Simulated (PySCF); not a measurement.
Ligands exchanged one at a time, B H-SH. Gas-phase values, no solvent. One relaxed conformer stands for each flexible species; it need not be the lowest. Strings in code marks are SMILES.

The T1 excitation (TDA) from two functionals at the same geometries (B3LYP-D3(BJ)/def2-TZVP), both in PySCF: PBE-D3(BJ)/def2-TZVP and B3LYP-D3(BJ)/def2-TZVP. B3LYP has the VWN-RPA correlation part, as in Gaussian. Excitations are Tamm–Dancoff values on a coarser integration grid. The basis has no diffuse functions, so Rydberg states are missing or too high.

| species | PBE-D3(BJ)/def2-TZVP (eV) | B3LYP-D3(BJ)/def2-TZVP (eV) |
|---|---|---|
| 1 of 3 H replaced by SH (`BS`) | 4.37 | 4.64 |
| 2 of 3 H replaced by SH (`B(S)S` (H–S–B–S torsion 0°, S–B–S–H torsion 0°)) | 4.28 | 4.58 |
| 3 of 3 H replaced by SH (`SB(S)S`) | 4.45 | 4.80 |

Over these rows, drawn at random from the members with no instability flagged (it was tested for open shells, ions and some series alone), PBE minus B3LYP-D3(BJ): mean -0.30 eV, from -0.35 eV to -0.27 eV.
